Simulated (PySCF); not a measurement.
Below is a simulated gas-phase Cl 2p photoelectron spectrum of `ClC=[Se]`.

Every computed line was given a Gaussian of 0.8 eV full width at half maximum and an area set by the number of equivalent atoms (split 2:1 within a doublet); the highest printed point is 100. Theory: delta-SCF UKS SCAN, pcX-2 on the ionised atom, pcseg-1 elsewhere, spin-free X2C (PySCF 2.14.0).

binding energy (eV), intensity and a bar:
```
    205.7          0 
    205.8          1 
    205.9          2 #
    206.0          5 #
    206.1          9 ###
    206.2         17 #####
    206.3         29 #########
    206.4         44 #############
    206.5         61 ##################
    206.6         79 ########################
    206.7         93 ############################
    206.8        100 ##############################
    206.9         99 ##############################
    207.0         90 ###########################
    207.1         75 ######################
    207.2         57 #################
    207.3         40 ############
    207.4         26 ########
    207.5         16 #####
    207.6         10 ###
    207.7          7 ##
    207.8          8 ##
    207.9         12 ###
    208.0         18 #####
    208.1         26 ########
    208.2         35 ##########
    208.3         43 #############
    208.4         48 ###############
    208.5         50 ###############
    208.6         48 ##############
    208.7         42 ############
    208.8         33 ##########
    208.9         25 #######
    209.0         17 #####
    209.1         10 ###
    209.2          6 ##
    209.3          3 #
    209.4          1 
    209.5          1 
    209.6          0
```

Problem. Count the maxima, the lines and the sites behind this envelope.

Solution. The curve has 2 maxima (at 206.8 and 208.5 eV). Under it lie 2 lines from 1 inequivalent chlorine site, drawn as a 2p3/2, 2p1/2 pair.

Problem. Decompose the envelope and assign each component. Numbering: `[Cl:1][CH:2]=[Se:3]`.

Solution. 
```
position (eV)  relative area      line  atoms           environment
       206.84           0.67  Cl 2p3/2    Cl1  chlorine bonded to C
       208.49           0.33  Cl 2p1/2    Cl1  chlorine bonded to C
```

Problem. What are the centre and the root-mean-square width of the whole band?

Solution. The area-weighted mean of the lines is 207.39 eV. Their own spread about it is 0.78 eV (rms) and each Gaussian has σ = 0.8/2.355 = 0.34 eV; the variances add, which gives 0.85 eV.

Shake-up satellites, vibrational structure and lifetime widths aren't simulated. The 2p values aren't plain energy differences: one relaxed spin-free 2p hole is combined with a matrix within the shell (ground-state 2p orbital-energy differences and spin–orbit coupling). 2p3/2, the mean of its two sublevels, lies a third of the splitting below the shell's mean and 2p1/2 two thirds above it; the statistical areas are 2:1. 2p1/2 minus 2p3/2 (ligand field included): Cl 1.65 eV. Geometry: PBE0-D3(BJ)/def2-SVP; no solvent, vibrations or thermal averaging.

Time: 12 s of wall time. Hardware: an Arm Neoverse V2 with one thread, no GPU (shared host).
